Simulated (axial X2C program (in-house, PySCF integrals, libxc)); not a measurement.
**NbCl: from the spin-free to the two-component result**

Calculated with an in-house all-electron X2C program for linear molecules (integrals from PySCF). Spin-free means the one-electron spin-free X2C Hamiltonian; two-component (2c) means X2C with spin–orbit coupling and atomic mean-field two-electron Coulomb and Gaunt terms, so the difference of the two also holds small scalar two-electron terms. Basis: Nb dyall-cv3z [11s12p9d5f3g], Cl dyall-av3z [9s8p3d2f] (cores contracted in-house); Gaussian nuclei, density fitting, unrestricted open shells. Masses: Nb 92.906 u, Cl 34.969 u.

Spin-free state: M_S = 2, Λ = 1 (beyond evenly filled blocks: σα, π+α, δ+α, δ-α); fragments Nb + Cl.

| level | Re (Å) | ωe (cm⁻¹) | De (eV) | μ (D) |
| --- | --- | --- | --- | --- |
| PBE0 | 2.289 | 393.9 | 4.386 | -3.80 |
| HF | 2.373 | 364.0 | 3.105 | -4.96 |
| MP2 | 2.313 | 384.6 | 4.499 | n/a |
| CCSD | 2.325 | 381.4 | 4.273 | n/a |
| CCSD(T) | 2.321 | 383.3 | 4.400 | n/a |
| PBEsol | 2.262 | 406.4 | 4.839 | -3.02 |

Correlated methods: 12 electrons correlated (number of frozen shells: Nb 4 s, 3 p, 1 d; Cl 2 s, 1 p), 292 virtual spin orbitals or spinors in MP2, 90 natural virtuals in coupled cluster.

Dipoles are positive if Cl is the positive end.

Two-component determinant lowest at the distance of the search:

Ω = 1 (⟨Sz⟩ = 2.00, ⟨Lz⟩ = -1.00 at HF); fragments Nb + Cl.

| level | Re (Å) | ωe (cm⁻¹) | μ (D) |
| --- | --- | --- | --- |
| PBE0 | 2.289 | 393.8 | -3.80 |
| HF | 2.373 | 363.8 | -4.96 |
| MP2 | 2.313 | 384.5 | n/a |
| CCSD | 2.326 | 381.3 | n/a |
| CCSD(T) | 2.321 | 383.2 | n/a |
| PBEsol | 2.262 | 406.4 | -3.02 |

Q: From the two tables, how do the constants change at the CCSD(T) level (2c against spin-free)?

A: At the CCSD(T) level Re is unchanged within 0.001 Å and ωe doesn't move by more than 0.2 cm⁻¹.

The state is a single determinant with fixed occupations, the lowest that a limited PBE0 search found. De is counted from the lowest determinant-based energies of the atoms at the same level, without counterpoise correction. De is not given where an atomic determinant may have missed its ground term or J level, or where the truncated virtual space spoils (T). Density functionals use the spin component along the axis (collinear). CCSD and (T) use frozen natural virtuals with an MP2 correction for the truncation; (T) itself is uncorrected, so its De runs slightly low. Other states lie close and PBE0, whose exact exchange favours high spin, may order them wrongly; the determinant shown need not be the ground state. The nearest other spin-free determinant of the search, M_S = 2, Λ = 2, lies 0.28 eV up at the distance of the search. Without a current term, density functionals place determinants with orbital angular momentum somewhat too high. With several unpaired electrons one determinant need not be a pure state. The outer-core s and p shells of the metal are frozen in the correlated rows, which leaves out core–valence correlation; for alkali and alkaline-earth bonds that tends to lengthen them. Open-shell Ω = 0 determinants with evenly filled partner blocks cannot be reached by this program, so the Ω shown need not be the lowest component. With the outer-core shells frozen, correlated bond lengths of heavy atoms tend to come out a few hundredths of an ångström too long.
